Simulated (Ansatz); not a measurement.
Cost and result for the atomization energy of CH6MgOSi (`[CH3][Mg][O][SiH3]`) (10 atoms, 9 bonds).

```xyz
10

C    -1.039   -0.310    2.614
Mg   -0.277   -0.082    0.703
O     0.384    0.115   -0.958
Si    0.972    0.290   -2.447
H    -0.313   -0.005    3.374
H    -1.306   -1.351    2.817
H    -1.939    0.293    2.761
H     2.394    0.748   -2.425
H     0.931   -0.994   -3.208
H     0.193    1.296   -3.230
```

Charge 0, multiplicity 1. Correlated methods include outer-core shells of Mg, which these sets cover unevenly. The structure was optimised at the PBE0-D4/def2-TZVP level. It is one conformer, not always the lowest. Program: Ansatz. Hardware: A = 2 threads of an AMD EPYC 7R13 on a shared host; B = 2 threads of an AMD EPYC 7R13 on a shared host and a share of an NVIDIA H100 80 GB. Times are those of one run each, without the atoms' runs, and a repeat can differ threefold. Electronic energies, without spin–orbit coupling; frozen cores. CCSD(T)/CBS adds CCSD(T) − MP2 in def2-TZVPP to the MP2 limit, and its time is that of the two runs behind it. T1 = 0.010. With those shells the extrapolation isn't a true limit. B3LYP takes the VWN-RPA correlation (the form of Gaussian; ORCA's B3LYP/G).

CCSD(T)/CBS is a level of theory with its own doubt, some kJ/mol a heavy atom from the limit and from the frozen cores, so smaller differences don't rank the functionals.

| level | functions | wall time | atomization (kcal/mol) | difference from CCSD(T)/CBS | per bond |
| --- | --- | --- | --- | --- | --- |
| PBE-D4/def2-TZVPP (with forces) [A] | 220 | 2.6 s | 791.6 | -9.0 | -1.0 |
| PBE0-D4/def2-TZVPP [A] | 220 | 2.6 s | 783.2 | -17.4 | -1.9 |
| r2SCAN-D4/def2-TZVPP (with forces) [A] | 220 | 3.9 s | 796.1 | -4.5 | -0.5 |
| B3LYP-D4/def2-TZVPP (with forces) [A] | 220 | 4.6 s | 791.3 | -9.3 | -1.0 |
| B2PLYP/def2-TZVPP [A] | 220 | 5 s | 785.2 | -15.4 | -1.7 |
| ωB97X-V/def2-TZVPP [A] | 220 | 7.5 s | 796.1 | -4.5 | -0.5 |
| ωB97M-V/def2-TZVPP (with forces) [A] | 220 | 11 s | 791.9 | -8.7 | -1.0 |
| CCSD(T)/def2-TZVPP [B] | 220 | 13 s | 775.1 | -25.5 | -2.8 |
| CCSD(T)/def2-QZVPP [B] | 427 | 23 s | 790.9 | -9.7 | -1.1 |
| CCSD(T)/CBS(def2) | – | 36 s | 800.6 | 0.0 | 0.0 |

In def2-TZVPP, CCSD(T) changes the Hartree–Fock value by +179.3 kcal/mol (the triples alone add +8.4 kcal/mol) and MP2 by +188.5 kcal/mol; breaking electron pairs costs correlation energy, which Hartree–Fock lacks. The D4 term adds +5.6 kcal/mol with B3LYP and +2.9 kcal/mol with PBE0; it sums over pairs of atoms, weighted by their polarisabilities, and B3LYP, whose exchange is more repulsive, gets the larger term. From PBE to PBE0 (25 % exact exchange), in def2-TZVPP and without D4, the atomization energy moves by −7.8 kcal/mol: exact exchange takes away binding that semilocal exchange gives to molecules.
